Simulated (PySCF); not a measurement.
Substituent chemical shifts

Parent skeleton `[BH2-:1]1[O:2][CH:3]=[CH:4][CH:5]=[O+:6]1`; one hydrogen on atom 4 is replaced by X. Hydrogens on one atom are averaged.

Calculated, not measured (PySCF): NMR shieldings at PBE0/pcSseg-1/GIAO, structure optimised with PBE0-D3(BJ)/def2-SVP. Rapidly exchanging positions averaged, one conformer, non-relativistic, isolated molecule.

Chemical shifts δ = σref − σ; ¹¹B vs BF3·OEt2; ¹⁷O against H2O; TMS for ¹³C and ¹H, all at this level.

Parent (X = H): B1 4.4, O2 288.4, C3 186.2, C4 101.7, C5 186.2, O6 288.4, H(B1) 4.27, H(C3) 7.46, H(C5) 7.46 ppm. Effects are Δδ = δ(X) − δ(H), positive for deshielding.

Q: Order these by the shift of H(C5), most shielded first.
A. X = iPr
B. X = cPent
C. X = cPr

A: C (-0.57 ppm), B (+0.10 ppm), A (+0.26 ppm).

Q: Order these by the shift of H(C3), most shielded first.
A. X = cPent
B. X = cPr
C. X = OC2H5

A: A (-0.19 ppm), B (-0.03 ppm), C (+0.22 ppm).

Unscaled 17O shifts of doubly bonded oxygen tend to come out too high, by tens of ppm or more. Experimental scales use liquid or dissolved standards, which lie at an offset from isolated H2O (liquid H2O: subtract about 36 ppm).
